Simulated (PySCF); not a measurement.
Correlation energy of Ag³⁺ (silver, charge +3)

[Kr] 4d8, high-spin 3F determinant. Calculation: PySCF 2.14, in x2c-TZVPPall with one added diffuse shell each of s, p, d, f type (9s7p7d3f1g, 95 functions); scalar relativity by spin-free X2C-1e. Frozen: [Ar] 3d10; 16 electrons correlated.

MP2 pair energies summed by pair of shells (mhartree):

```tsv
pair	energy	share (%)
4d-4d	-210.12	43.2
4p-4d	-168.63	34.7
4p-4p	-48.29	9.9
4s-4d	-30.61	6.3
4s-4p	-24.43	5.0
4s-4s	-4.15	0.9
```

Total MP2 correlation energy: -486.23 mhartree.

Same-spin part -152.89 and opposite-spin part -333.33 mhartree; SCS-MP2 scales them by 1/3 and 6/5 to -450.96 mhartree.

This basis was not built for core-valence correlation, so the inner-shell part is incomplete.
